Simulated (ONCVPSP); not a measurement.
# Potentials for O compared

Generated with ld1.x 7.5 (TM, RRKJ, ultrasoft, PAW), atompaw 4.2 or ONCVPSP 4.0.1. The cutoff is in Ry: for ld1.x and atompaw files where the sum of valence levels is converged to 10 mRy in a Bessel basis, for ONCV files where the hardest occupied wave has 1 mHa per electron of residual kinetic energy. The error is the largest all-electron minus pseudo excitation energy over each file’s own four to seven test configurations (ionisations up to +4, promotions, holes and added fractions of an electron), all of which were solved. The labels leave out finer settings (local radius, basis sizes, second energies), which also bear on the numbers. Spin-polarised tests are not counted. The rows are a selection from randomly drawn settings: files with unsolved tests, undetermined cutoffs or missed reference levels are left out.

A true bound ghost makes a file unfit for plane-wave use even where its test errors are small: the radial tests pick states by their node count and pass the ghost by.

| potential | cutoff (Ry) | largest error (meV) | bound ghosts |
| --- | --- | --- | --- |
| ONCV, LDA (Perdew-Zunger), fully relativistic, rc 0.90/2.05 (sp), local smoothed, core correction yes, reference 2s2 2p3.5, qcut 7.8/7.7, projectors 3/1 | 65 | +6231 | none |
| ONCV, PBE, scalar-relativistic, rc 0.80/1.30 (sp), local smoothed, core correction yes, reference 2s2 2p4, qcut 8.5/9.2, projectors 1/2 | 76 | +618 | none |
| ONCV, PBEsol, scalar-relativistic, rc 0.85/0.95/0.85 (spd), local d, core correction yes, reference 2s2 2p2, qcut 8.7/9.8/10.4, projectors 1/2/0 | 110 | +45 | none |
| ONCV, LDA (Perdew-Wang 92), scalar-relativistic, rc 0.90/1.35/1.30 (spd), local smoothed, core correction yes, reference 2s2 2p3, qcut 6.4/12.3/8.3, projectors 2/1/2 | 328 | +1208 | none |
| ONCV, PBE, non-relativistic, rc 0.95/2.10 (sp), local smoothed, core correction yes, reference 2s2 2p3.5, qcut 6.6/8.4, projectors 1/2 | 202 | +490 | none |
| ONCV, PBEsol, fully relativistic, rc 0.85/1.60/1.25 (spd), local smoothed, core correction yes, reference 2s2 2p4, qcut 9.5/9.4/9.1, projectors 2/2/2 | 77 | +514 | none |

Fill in the row for O: ONCV, PBE, scalar-relativistic, rc 0.75/1.65 (sp), local smoothed, core correction yes, reference 2s2 2p3, qcut 8.1/8.7, projectors 2/2.

cutoff 146 Ry, largest error +2776 meV, bound ghosts: none.

Fill in the row for O: ONCV, LDA (Perdew-Zunger), non-relativistic, rc 0.60/2.00 (sp), local smoothed, core correction no, reference 2s2 2p3, qcut 12.6/7.3, projectors 2/2.

cutoff 278 Ry, largest error +1774 meV, bound ghosts: s.
